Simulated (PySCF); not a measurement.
B$_{2}$GeH$_{3}$O (calculated)

Calculation on a computer-drawn molecule: optimised geometry and harmonic frequencies of an isolated molecule of the commonest isotopes, restricted reference for singlets and unrestricted otherwise, frozen core in MP2; on germanium a core potential holds 10 electrons, which the energies leave out, and 3d is frozen in MP2 and coupled-cluster steps. Program: PySCF 2.14.0.

```yaml
- formula: B2GeH3O
  start_structure:
    atoms_angstrom:
      - [O, -1.4127, 1.6205, -3.4934]
      - [B, -1.1834, 1.1582, -2.4434]
      - [B, -0.8689, 0.6056, -0.9862]
      - [Ge, 0.8867, 0.3423, -0.3612]
      - [H, -1.7679, 0.205, -0.2839]
      - [H, 1.3294, -0.2846, 0.9833]
      - [H, 2.2263, 0.5683, -0.9664]
  given:
    charge: 0
    multiplicity: 2
    method: HF
    basis: cc-pVDZ
    basis_and_core_potential_on_germanium: "cc-pVDZ-PP ECP10MDF"
    drawn_bonds_atom: [1, 2, 3, 3, 4, 4]
    drawn_bonds_other_atom: [2, 3, 4, 5, 6, 7]
    drawn_bonds_order: [2, 1, 1, 1, 1, 1]
  results:
    optimised_atom_element: [O, B, B, Ge, H, H, H]
    "optimised_atom_x [angstrom]": [-1.381, -1.192, -0.894, 0.9592, -1.794, 1.301, 2.211]
    "optimised_atom_y [angstrom]": [1.653, 1.19, 0.5357, 0.2826, 0.2146, -0.3003, 0.6402]
    "optimised_atom_z [angstrom]": [-3.558, -2.479, -0.9515, -0.3004, -0.2365, 1.065, -1.09]
    "modes_frequency [cm^-1]": [115.9, 239.9, 331.9, 415.9, 438.7, 469.6, 687.0, 715.4, 816.6, 945.8, 1065, 2135, 2263, 2267, 2759]
    "modes_reduced_mass [dalton]": [6.731, 1.395, 1.086, 3.826, 2.569, 1.69, 3.021, 1.516, 2.276, 1.054, 1.754, 12.17, 1.021, 1.019, 1.093]
    "rotational_constants [GHz]": [24.15, 1.656, 1.55]
    "total_energy [hartree]": -419.3693
    spin_squared: 0.7585
    "convergence_status_largest_gradient_component [hartree/bohr]": 2.418e-05
```
